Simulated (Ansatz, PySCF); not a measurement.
Molecule: sum formula SiPH4, net charge 0, doublet state. It need not be the lowest isomer of its formula. 
Geometry from a B3LYP-D3(BJ)/def2-TZVP (Ansatz, a first-principles code) optimisation:
```
Si
H 1 1.4808
H 1 1.4839 2 108.99
H 1 1.4839 2 108.99 3 -118.40
P 1 2.2606 2 109.00 3 120.80
H 5 1.4248 1 91.77 2 180.00
```
Charge 0, spin multiplicity 2.

Total electronic energies in hartree. Valence correlation only, unless marked. UHF or UKS for open shells. Spin-orbit coupling is left out. No relativistic terms. CBS(X,Y): correlation extrapolated as X^-3; Hartree-Fock from the larger set. [CCSD(T)-MP2]/basis is that difference in the basis named.

```
level                                                                             program  energy (Eh)
-------------------------------------------------------------------------  --------------  -----------
HF/aug-cc-pV(D+d)Z                                                                 Ansatz   -631.98839
HF/aug-cc-pV(T+d)Z                                                                 Ansatz   -632.01090
RI-HF/def2-QZVPP                                                                   Ansatz   -632.01739
RI-HF/def2-QZVPPD                                                                  Ansatz   -632.01745
revPBE-D4/def2-TZVPD                                                       Ansatz + dftd4   -633.11388
M06-L/def2-TZVPD                                                                    PySCF   -633.22380
PBE0/STO-3G                                                                        Ansatz   -625.73064
TPSSh-D3(BJ)/def2-TZVPD                                                     PySCF + dftd3   -633.27631
r2SCANh/def2-TZVPD                                                                 Ansatz   -633.16850
r2SCAN0/def2-TZVPD                                                                 Ansatz   -633.16484
CAM-B3LYP-D4/def2-TZVPD                                                    Ansatz + dftd4   -633.23950
CAM-B3LYP/def2-TZVPD                                                               Ansatz   -633.23628
B2GP-PLYP/def2-TZVPD                                                               Ansatz   -632.88476
MP2/cc-pVTZ                                                                        Ansatz   -632.26473
RI-MP2/CBS(def2-TZVPPD,def2-QZVPPD)                                                Ansatz    -632.3107
SCS-MP2/STO-3G                                                                     Ansatz   -624.89086
SCS-MP2/cc-pVTZ                                                                    Ansatz   -632.27863
CCSD/6-31G*                                                                        Ansatz   -632.14110
CCSD/aug-cc-pV(T+d)Z                                                               Ansatz   -632.31998
CCSD(T)/cc-pV(D+d)Z                                                                Ansatz   -632.24384
CCSD(T)/cc-pV(T+d)Z                                                                Ansatz   -632.32580
RI-MP2/CBS(aug-cc-pV(T+d)Z,aug-cc-pV(Q+d)Z)+[CCSD(T)-MP2]/aug-cc-pV(T+d)Z          Ansatz    -632.3672
RI-MP2/CBS(cc-pV(T+d)Z,cc-pV(Q+d)Z)+[CCSD(T)-MP2]/cc-pV(T+d)Z                      Ansatz    -632.3662
```

Totals of different functionals don't rank their quality; only differences between species are comparable.
